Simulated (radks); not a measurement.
Spherical quantum dot in the effective-mass picture: electrons in a hard-walled sphere of radius 2.56, with a point charge +2 (a donor) at the centre, all in effective atomic units (hartree* = m*/eps^2 hartree, bohr* = eps/m* bohr), one dielectric constant everywhere. Method: non-relativistic Kohn-Sham, r2SCAN, spin-polarised, spherical densities, generalised Kohn-Sham scheme; computed with a radial shooting solver with Libxc functionals. Levels are named by radial order and angular momentum (1s, 1p, 1d, 2s, ...), and open shells are averaged over m. Results are scaled to m* = 0.268 and eps = 5.7, for which hartree* = 224.5 meV and bohr* = 1.125 nm.

N = 15, configuration 1s2 1p6 1d(up 5, down 0) 2s2. This is the lowest configuration that the search found. Occupied and some empty levels:

| level | occupation | eigenvalue (meV) | <r> (nm) |
|---|---|---|---|
| 1s up | 1 | 1588.5 | 1.487 |
| 1s down | 1 | 1611.9 | 1.421 |
| 1p up | 3 | 1751.9 | 1.863 |
| 1p down | 3 | 1789.9 | 1.849 |
| 1d up | 5 | 1943.5 | 1.977 |
| 2s up | 1 | 1948.0 | 1.248 |
| 2s down | 1 | 1967.3 | 1.300 |
| 1d down | 0 | 1986.8 | 1.972 |
| 1f up | 0 | 2188.9 | 2.057 |
| 1f down | 0 | 2236.4 | 2.055 |
| 2p up | 0 | 2469.6 | 1.469 |
| 1g up | 0 | 2485.7 | 2.119 |
| 2p down | 0 | 2493.5 | 1.464 |
| 1g down | 0 | 2537.1 | 2.119 |

Energy (meV): total 13830.4, kinetic 7083.4, external -5572.1, Hartree 14349, exchange-correlation -2030.4.
